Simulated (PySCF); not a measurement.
PySCF was given this input:
```python
from pyscf import gto, scf, mcscf
import numpy

mol = gto.Mole()
mol.atom = '''
    Si    3.51910000    0.03300000    0.35140000
    O     2.03030000    0.04530000   -0.27700000
    Si    0.69200000    0.15550000   -1.16860000
    O    -0.51400000   -0.51310000   -0.33820000
    Si   -1.94480000   -0.91870000    0.31220000
    C    -2.98780000    0.64670000    0.55460000
    H     4.01620000    1.40820000    0.30930000
    H     3.38120000   -0.46230000    1.71810000
    H     4.33810000   -0.85010000   -0.47840000
    H     0.88010000   -0.63520000   -2.37750000
    H     0.40990000    1.57320000   -1.35800000
    H    -2.57640000   -1.83240000   -0.64290000
    H    -1.63180000   -1.57220000    1.58300000
    H    -2.56120000    1.29530000    1.31550000
    H    -4.00020000    0.40470000    0.86200000
    H    -3.05070000    1.22190000   -0.36540000
'''
mol.basis = 'sto-3g'
mol.verbose = 4
mol.build()

mf = scf.RHF(mol)
mf.kernel()
mc = mcscf.CASSCF(mf, 4, 4)
mc.fix_spin_(ss=0.0)
mc.kernel()
occ = numpy.linalg.eigvalsh(mc.fcisolver.make_rdm1(mc.ci, mc.ncas, mc.nelecas))[::-1]
ss = mc.fcisolver.spin_square(mc.ci, mc.ncas, mc.nelecas)[0]
print('natural occupations', occ.round(4), ' <S^2>', round(ss, 4))
```

Problem. Predict the SCF-reference HOMO energy from CASSCF(4,4)/STO-3G in PySCF.

Solution. -7.75 eV

Problem. Estimate the nuclear repulsion energy that CASSCF(4,4)/STO-3G returns for this input.

Solution. 448.5051 Eh

Problem. What total energy does CASSCF(4,4)/STO-3G give?

Solution. -1047.8452 Eh

Problem. Give the SCF-reference HOMO-LUMO gap at the level CASSCF(4,4)/STO-3G.

Solution. 19.87 eV

Problem. Predict the SCF-reference Mulliken (on the basis functions themselves) charges in atom order from CASSCF(4,4)/STO-3G.

Solution. Si1 0.88, O2 -0.71, Si3 1.11, O4 -0.70, Si5 0.94, C6 -0.38, H7 -0.18, H8 -0.17, H9 -0.18, H10 -0.20, H11 -0.20, H12 -0.18, H13 -0.18, H14 0.05, H15 0.05, H16 0.05

Problem. What is the computed number of basis functions (CASSCF(4,4)/STO-3G)?

Solution. 52
